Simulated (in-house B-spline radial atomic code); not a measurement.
## RPA and G0W0 on Hartree-Fock: Pb²⁺

Configuration [Xe] 4f14 5d10 6s2, mean-field start Hartree-Fock. Computed with a B-spline radial code for spherical atoms: all electrons, scalar-relativistic (spin-free one-electron X2C), finite nucleus, each spin shell either full or empty, empty states to l = 9 with an (l + 1/2)⁻⁴ tail; G0W0 by contour deformation at full frequency.

Without the two-electron picture change, the correlation of inner shells comes somewhat too large for so heavy an element.

Command:
```bash
python run_gw.py task.json out
```
Settings (radii: box in bohr, nucleus in fm):
```
Z                        82
electrons                80
configuration            [Xe] 4f14 5d10 6s2
hamiltonian              x2c
method                   hf
lmax                     9
rms_radius               5.5012
spin_polarised           False
box_radius               17.55
intervals                68
ion_configuration        [Xe] 4f14 5d10 6s1
```

Cost of the run: 25 s on 1 thread of Arm Neoverse N1, on a shared host.

Energies (hartree):

| term | value |
| --- | --- |
| mean-field total | -20879.42192 |
| Hartree-Fock functional on these orbitals | -20879.42193 |
| direct second order | -7.6298 |
| second-order exchange | 1.9022 |
| SOSEX correction | 1.8048 |

(1) What is the RPA correlation energy, and what remains with SOSEX?

Quasi-particle levels (eV):

```json
{"level": "6s", "occupied": "yes", "mean field": "-30.12", "Σx - vxc": "0.00", "Σc": "?", "QP weight": "?", "G0W0": "?"}
{"level": "5d", "occupied": "yes", "mean field": "-45.99", "Σx - vxc": "0.00", "Σc": "-0.04", "QP weight": "0.952", "G0W0": "-46.03"}
{"level": "6p", "occupied": "no", "mean field": "-12.975", "Σx - vxc": "0.00", "Σc": "-0.92", "QP weight": "0.977", "G0W0": "-13.896"}
```

G0W0 = mean field + (Σx - vxc) + Σc, with Σc (partial-wave tail included) taken at the quasi-particle energy. Only the outer levels were computed. Levels of low weight are left out.

(2) Where does G0W0 put 6s?

(3) What does it cost to remove one electron (to [Xe] 4f14 5d10 6s1) by differences of total energies, each species on its own start (correlation terms add to the Hartree-Fock functional)?

## Answers

(1) RPA gives -6.8111 hartree (-2.32 eV per electron); RPA + SOSEX gives -5.0063, and the second-order doubles (MP2) -5.7276 hartree. SOSEX takes back 26 % of the RPA value.

(2) At -32.03 eV, with Σc = -1.92 eV and a quasi-particle weight of 0.968. The tabulated removal energy is 31.937 eV (NIST, measured); the calculation leaves out spin-orbit coupling, Breit and QED terms, and what these don't explain is the method's own error.

(3) Hartree-Fock functional 29.773 eV, + RPA 31.84 eV, + RPA + SOSEX 31.39 eV, + second order 32.40 eV. Tabulated: 31.937 eV (NIST, measured); the calculation leaves out spin-orbit coupling, Breit and QED terms, and what these don't explain is the method's own error.
